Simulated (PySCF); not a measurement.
B(Cl)(Me)(OMe) (C2H6BClO), SMILES COB(C)Cl. Coordinates come from a PBE-D3(BJ)/def2-SVP optimisation. This is a generated structure with no PubChem entry under its InChIKey; it may be hypothetical. One conformer was computed; it need not be the lowest.

Computed equilibrium geometry at PBE-D3(BJ)/def2-SVP (PySCF confirms it by a frequency run) as a Z-matrix, and its point group (one conformer of several):
point group Cs.
```
B
O 1 1.3539
C 2 1.4163 1 125.90
H 3 1.1094 2 109.02 1 121.06
H 3 1.1094 4 108.16 2 -118.42
H 3 1.1098 4 108.80 5 -118.03
C 1 1.5751 2 127.49 3 0.00
H 7 1.1075 1 115.43 2 0.00
H 7 1.1102 8 108.13 6 123.06
H 7 1.1102 8 108.13 9 113.88
Cl 1 1.7896 2 114.11 3 180.00
```
Charge 0, spin multiplicity 1.
